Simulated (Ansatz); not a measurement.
[In(NH3)6]3+ (InN₆H₁₈³⁺), relaxed as a singlet with RKS r2SCAN-D4/def2-SVP in Ansatz, starting from the GFN2-xTB (ALPB water) geometry. Force threshold 0.02 eV/Å.

In the def2 sets In takes a core potential; there is no spin–orbit coupling.

Start:

```xyz
25

In    0.003    0.001    0.000
N     1.637   -1.239    0.904
H     2.545   -1.063    0.473
H     1.477   -2.243    0.821
H     1.763   -1.056    1.900
N    -1.637    1.252   -0.878
H    -2.551    1.014   -0.489
H    -1.728    1.150   -1.889
H    -1.513    2.250   -0.708
N     1.187    0.145   -1.899
H     1.798    0.962   -1.934
H     0.597    0.201   -2.730
H     1.792   -0.664   -2.043
N    -1.213   -0.148    1.877
H    -1.680    0.730    2.104
H    -0.665   -0.397    2.701
H    -1.952   -0.849    1.812
N     1.019    1.835    0.793
H     1.996    1.668    1.037
H     0.579    2.203    1.637
H     1.027    2.605    0.123
N    -0.989   -1.845   -0.797
H    -1.937   -1.670   -1.131
H    -1.069   -2.585   -0.099
H    -0.486   -2.255   -1.585
```

| step | energy (eV) | largest force component (eV/Å) | SCF passes |
| --- | --- | --- | --- |
| 1 | -14373.4494 | 0.354 | 18 |
| 2 | -14373.7819 | 0.393 | 17 |
| 3 | -14373.7920 | 0.540 | 18 |
| 4 | -14373.8162 | 0.017 | 18 |

Force components are those of the run's own axes.

End:

```tsv
atom	x (Å)	y (Å)	z (Å)
In1	0.000	0.000	0.000
N2	1.694	-1.301	0.950
H3	2.624	-1.164	0.530
H4	1.541	-2.317	0.888
H5	1.850	-1.135	1.954
N6	-1.701	1.308	-0.928
H7	-2.643	1.091	-0.575
H8	-1.795	1.233	-1.951
H9	-1.601	2.319	-0.763
N10	1.230	0.165	-1.981
H11	1.856	0.981	-2.030
H12	0.660	0.239	-2.835
H13	1.851	-0.635	-2.167
N14	-1.254	-0.160	1.966
H15	-1.732	0.710	2.237
H16	-0.715	-0.419	2.804
H17	-2.009	-0.858	1.933
N18	1.057	1.918	0.816
H19	2.051	1.787	1.047
H20	0.649	2.296	1.683
H21	1.056	2.720	0.170
N22	-1.027	-1.930	-0.823
H23	-1.973	-1.783	-1.200
H24	-1.148	-2.681	-0.130
H25	-0.520	-2.384	-1.596
```

By distances, no bond broke or formed. The bond that changes most is In1–N2, from 2.24 to 2.34 Å (atoms count from 1).

No frequencies were taken in this run, so the end may be a saddle point.

Run time 33 s (4 threads of Intel Xeon on a shared host).
